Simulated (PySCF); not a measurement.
**Working with the constants of KBa**

PBE0 constants of KBa, ²Σ⁺ (doublet), unpaired electrons σ ↑ (basis K x2c-TZVPall, Ba x2c-TZVPall; spin-free X2C with a Gaussian nucleus; PySCF 2.14; masses 38.9637 and 137.9052 u):

| Property | Result |
| --- | --- |
| ωe | 61.0 cm⁻¹ |
| ωexe | 0.357 cm⁻¹ |
| Be | 0.026854 cm⁻¹ |
| αe | 0.000171 cm⁻¹ |
| D (centrifugal) | 2.08e-08 cm⁻¹ |
| De to K + Ba | 0.266 eV |

Problem. Give the vibrational terms G(v) and spacings up to v = 6.

Solution. G(v) = ωe(v+½) − ωexe(v+½)².

| v | G(v) (cm⁻¹) | G(v) − G(v−1) | Bv (cm⁻¹) |
| --- | --- | --- | --- |
| 0 | 30.4 |  | 0.02677 |
| 1 | 90.7 | 60.3 | 0.02660 |
| 2 | 150.3 | 59.6 | 0.02643 |
| 3 | 209.1 | 58.9 | 0.02626 |
| 4 | 267.3 | 58.1 | 0.02608 |
| 5 | 324.7 | 57.4 | 0.02591 |
| 6 | 381.4 | 56.7 | 0.02574 |

Problem. How well does the Morse estimate ωe²/(4ωexe) reproduce De, and what is D0?

Solution. It gives 0.323 eV, 121 % of the computed De. D0 = De − G(0) = 0.266 − 0.004 = 0.262 eV.

The bond is weak. Basis-set superposition, not corrected here, can be much of De in a small basis, most of all at correlated wavefunction levels. Functionals without a dispersion term scatter widely for such bonds, and LDA overbinds them. Spin–orbit coupling is left out. The state is the lowest determinant that a PBE0 search found; another state may lie lower at other levels.
